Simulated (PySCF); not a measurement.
Cartesian coordinates (Å):
SMILES: O=[C]O
```xyz
4

O      1.3365    -0.4319    -0.0045
C      0.5470     0.4620     0.0088
O     -0.7830     0.4542     0.0060
H     -1.1005    -0.4843    -0.0103
```
Charge 0, spin multiplicity 2.

**Question.** What is the computed total energy, dipole moment and highest occupied spin orbital (PBE-D3(BJ)/def2-TZVP in PySCF)?

**Answer.** 
| Quantity | Result |
|---|---|
| total energy | -5142.56 eV |
| dipole moment | 2.01 D |
| highest occupied spin orbital | -5.64 eV |
